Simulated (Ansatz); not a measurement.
BH$_{5}$OSSi, SMILES `OBS[SiH3]`. Total charge 0; spin multiplicity 1.

```xyz
9

O     0.4196    1.8363    0.4695
B     0.2361    1.4812   -0.8149
S    -0.1173   -0.1899   -1.4610
Si   -0.2872   -1.4228    0.2755
H     0.3792    1.1077    1.0996
H     0.3144    2.3288   -1.6514
H    -1.7082   -1.6954    0.5999
H     0.3355   -0.7496    1.4535
H     0.4280   -2.6964    0.0294
```

Q: List the harmonic frequencies (cm⁻¹, unscaled) at PBE0-D4/def2-TZVP in Ansatz. (An estimate is asked.)

A: Computed: 52, 162, 181, 402, 513, 619, 632, 643, 706, 861, 929, 939, 958, 1017, 1163, 1359, 2183, 2243, 2256, 2653, 3797.

Q: Is this a minimum?

A: Yes, all 21 modes are real.

Q: Give the ideal-gas thermochemistry at 298.15 K and 1 bar (rigid rotor, harmonic oscillator; point group C1, symmetry number 1).

A: Zero-point energy 145.2 kJ/mol; H(298) − E = 163.9 kJ/mol; entropy 331.3 J/(mol·K), of which translation 165.3, rotation 110.2, vibration 55.8; G(298) − E = 65.2 kJ/mol. Modes under 100 cm⁻¹ are hindered rotations or soft bends, so the harmonic entropy is rough.

Q: Rotational constants (cm⁻¹)?

A: 0.2277, 0.1034, 0.07297.
